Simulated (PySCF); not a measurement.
Radial density of N²⁺ (nitrogen, charge +2)

UHF, [He] 2s2 2p1, 2P determinant. All numbers are calculated (PySCF 2.14, no relativity, point nucleus, in cc-pVTZ).

```json
{"r (bohr)": "0.00424", "4πr²ρ (e/bohr)": "0.04437", "4πr²(ρα − ρβ)": "0.0000"}
{"r (bohr)": "0.00713", "4πr²ρ (e/bohr)": "0.1210", "4πr²(ρα − ρβ)": "0.0000"}
{"r (bohr)": "0.0120", "4πr²ρ (e/bohr)": "0.3189", "4πr²(ρα − ρβ)": "0.0001"}
{"r (bohr)": "0.0202", "4πr²ρ (e/bohr)": "0.8063", "4πr²(ρα − ρβ)": "0.0002"}
{"r (bohr)": "0.0339", "4πr²ρ (e/bohr)": "1.882", "4πr²(ρα − ρβ)": "0.0007"}
{"r (bohr)": "0.0571", "4πr²ρ (e/bohr)": "3.867", "4πr²(ρα − ρβ)": "0.0022"}
{"r (bohr)": "0.0960", "4πr²ρ (e/bohr)": "6.391", "4πr²(ρα − ρβ)": "0.0091"}
{"r (bohr)": "0.161", "4πr²ρ (e/bohr)": "7.392", "4πr²(ρα − ρβ)": "0.0414"}
{"r (bohr)": "0.272", "4πr²ρ (e/bohr)": "4.814", "4πr²(ρα − ρβ)": "0.1622"}
{"r (bohr)": "0.457", "4πr²ρ (e/bohr)": "1.966", "4πr²(ρα − ρβ)": "0.4896"}
{"r (bohr)": "0.768", "4πr²ρ (e/bohr)": "2.493", "4πr²(ρα − ρβ)": "0.8416"}
{"r (bohr)": "1.29", "4πr²ρ (e/bohr)": "2.021", "4πr²(ρα − ρβ)": "0.5962"}
{"r (bohr)": "2.17", "4πr²ρ (e/bohr)": "0.3409", "4πr²(ρα − ρβ)": "0.1033"}
{"r (bohr)": "3.66", "4πr²ρ (e/bohr)": "0.006430", "4πr²(ρα − ρβ)": "0.0016"}
```
